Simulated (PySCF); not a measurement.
Species: bromoacetonitrile, C₂H₂BrN.
SMILES with atom numbers: `[N:1]#[C:2][CH2:3][Br:4]` (hydrogens: H5, H6 on C3)

Method: PBE0-D3(BJ)/def2-SVP geometry optimisation, gas phase in PySCF; density fitting, grid level 1; the optimiser is geomeTRIC in internal coordinates, started from a GFN2-xTB structure with every atom displaced at random (about 0.01 Å).

The end geometry, which sets the zero of energy:
```
atom  x, y, z in Å
N1      2.1413   -0.4387    0.0485
C2      0.9975   -0.2671    0.0192
C3     -0.4379   -0.0690   -0.0172
Br4    -0.9125    1.8119   -0.0317
H5     -0.9071   -0.5193    0.8675
H6     -0.8623   -0.5219   -0.9229
```

Question: These geometries come from the run, each turned onto the end geometry. Order them by energy, lowest first.
A.
```
atom  x, y, z in Å
N1      2.1282   -0.5710    0.0535
C2      1.0153   -0.2093    0.0149
C3     -0.4255   -0.0171   -0.0175
Br4    -1.0316    1.8221   -0.0335
H5     -0.8523   -0.5120    0.8664
H6     -0.8149   -0.5168   -0.9205
```
B.
```
atom  x, y, z in Å
N1      2.1281   -0.5180    0.0515
C2      1.0094   -0.2235    0.0164
C3     -0.4295   -0.0416   -0.0177
Br4    -0.9774    1.8083   -0.0330
H5     -0.8762   -0.5133    0.8684
H6     -0.8353   -0.5159   -0.9222
```
C.
```
atom  x, y, z in Å
N1      2.1338   -0.4660    0.0495
C2      1.0019   -0.2469    0.0183
C3     -0.4353   -0.0631   -0.0177
Br4    -0.9312    1.8116   -0.0323
H5     -0.8967   -0.5189    0.8682
H6     -0.8534   -0.5208   -0.9227
```

Answer: C (0.004 eV), B (0.018 eV), A (0.056 eV).

In the order of the answer:

```
step  E above end (eV)  largest force (eV/Å)  rms force component (eV/Å)  rms distance from end (Å)  rms bond change (Å)  bond most changed (Å)
   3             0.004                  0.49                       0.163                      0.017                0.002           N1≡C2 -0.004
   2             0.018                  0.33                       0.104                      0.051                0.005          C3–Br4 -0.011
   1             0.056                  1.69                       0.551                      0.085                0.007           N1≡C2 +0.014
```

The cost below is that of the whole optimisation. Time: 17 s of wall time; peak memory 0.35 GiB. Hardware: an Arm Neoverse V1 with one thread, no GPU (shared host).
